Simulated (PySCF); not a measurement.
An unknown is described by computed data only.

Formula: C2H12N2OSi2.

| Quantity | Value |
| --- | --- |
| Polarisability | 92.0 au [wB97X-D/def2-SVPD] |
| NMR, other nuclei | isotropic shieldings of nuclei other than C and H, by class: 239 (2 N), 294 (1 O), 377 (1 Si), 396 (1 Si) ppm [GIAO PBE0/pcSseg-1] |
| UV, strongest line | among the 8 lowest singlet transitions: S2 at 7.04 eV (176 nm, f = 0.076) [TDDFT wB97X-D/def2-SVPD] |
| Rotational structure | rotational constants A, B, C: 1.960, 1.271, 1.008 GHz [GFN2-xTB] |
| 1H NMR | chemical shifts (computed TMS as zero) by class: 5.18 (3 H), 1.05 (3 H), 0.57 (2 H), 0.55 (4 H) ppm [GIAO PBE0/pcSseg-1] |
| 13C NMR | chemical shifts (computed TMS as zero) by class: 10.7 (1 C), 9.2 (1 C) ppm [GIAO PBE0/pcSseg-1] |
| Triplet | lowest triplet excitation (Tamm–Dancoff): 6.58 eV [TDA wB97X-D/def2-SVPD] |
| Dipole | 0.90 D [wB97X-D/def2-SVPD] |
| UV, first state | lowest singlet excitation: 6.77 eV (183 nm, f = 0.044) [TDDFT wB97X-D/def2-SVPD] |

Electronic properties: PySCF, gas phase, density fitting. Levels stand in brackets. The structure is a single GFN2-xTB conformer in the gas phase; no vibrational or solvent corrections. NMR values are class means; diastereotopic atoms form classes of their own.

Question: Give a SMILES that accounts for the data.

Answer: Numbering: `[CH3:1][CH2:2][Si:3]([NH2:4])([NH2:5])[O:6][SiH3:7]`. Its formula, C2H12N2OSi2, gives 0 degrees of unsaturation, so no ring and no π bond. 2 carbons fall into 2 classes; from least to most shielded: sp3 carbon bound to silicon [C2] (10.7 ppm), methyl carbon [C1] (9.2 ppm). Hydrogen classes from least to most shielded: 3 H on an oxygen-bound silicon, Si7 (5.18 ppm), 3 H on a methyl carbon, C1 (1.05 ppm, a mean of values up to 0.6 ppm apart in this geometry), 2 H on an sp3 carbon bound to silicon, C2 (0.57 ppm), 4 H on 2 silicon-bound nitrogens, N4/N5 (0.55 ppm, a mean of values up to 0.8 ppm apart in this geometry). The other shieldings belong to: 239 ppm, silicon-bound nitrogen [N4/N5]; 294 ppm, siloxane oxygen [O6]; 377 ppm, oxygen-bound silicon [Si3]; 396 ppm, oxygen-bound silicon [Si7]. The optimised geometry has point group C1 and is an asymmetric top. Structure: `CC[Si](N)(N)O[SiH3]`. The assignments are read from this structure; whether some other isomer fits the data as well wasn't checked.

The values belong to the conformer `[CH3:1][CH2:2][Si:3]([NH2:4])([NH2:5])[O:6][SiH3:7]`: C1–C2–Si3–N4 -179°, C2–Si3–O6–Si7 -40°, H–N4–Si3–C2 160°, H–N4–Si3–C2 -65°, H–N5–Si3–C2 -49°, H–N5–Si3–C2 176°.
